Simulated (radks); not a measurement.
The antimony ion Sb22+, configuration [Ar] 3d10 4s1. Calculated with a radial shooting solver on a logarithmic mesh with Libxc functionals: Dirac Kohn-Sham, PBE, spin-unpolarised, spherical densities, point nucleus.

Radial electron density D(r) = 4 pi r^2 rho(r):

```
   r/bohr * D(r) (the largest magnitude, 83.5, reaches the edge; | marks zero)
 0.002935 |      *
 0.003761 |         *
 0.004781 |             *
 0.006127 |                  *
 0.007788 |                        *
 0.009981 |                               *
  0.01269 |                                     *
  0.01626 |                                          *
  0.02067 |                                           *
  0.02649 |                                         *
  0.03367 |                                      *
  0.04315 |                                     *
  0.05485 |                                          *
  0.07029 |                                                  *
  0.08936 |                                                      *
   0.1145 |                                                *
   0.1456 |                                       *
   0.1865 |                                     *
   0.2371 |                                          *
   0.3039 |                                        *
   0.3863 |                          *
    0.495 |          *
   0.6293 |   *
   0.8064 |*
    1.025 *
    1.314 *
     1.67 *
```

D(r) has 3 maxima, at r = 0.0199, 0.0879, 0.261 bohr, and minima at 0.0395, 0.172 bohr, inside which lie 2.04, 11.26 electrons.
